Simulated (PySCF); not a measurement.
Mg(Et)(OMe) (C3H8MgO), SMILES [CH2](C)[Mg][O]C.

The structure is a stationary point at PBE0-D3(BJ)/def2-SVP. The structure was generated by enumeration; whether it is a known compound was not checked. The values are those of a single conformer.

Calculation: PBE/def2-TZVP in PySCF.

Gas-phase values at a fixed geometry.

```json
{
 "total_energy": "-394.14806 hartree",
 "highest_occupied_level": "-5.44 eV",
 "lowest_empty_level": "-1.49 eV",
 "orbital_gap": "3.95 eV",
 "dipole_moment": "0.150 e·Å",
 "quadrupole, principal values (traceless, Buckingham form, about the centre of nuclear charge)": "-8.56, 3.84, 4.72 D·Å",
 "mean_static_polarisability": "72.5 bohr³ (10.75 Å³)",
 "polarisability_principal_values": "59.6, 62.5, 95.5 bohr³"
}
```
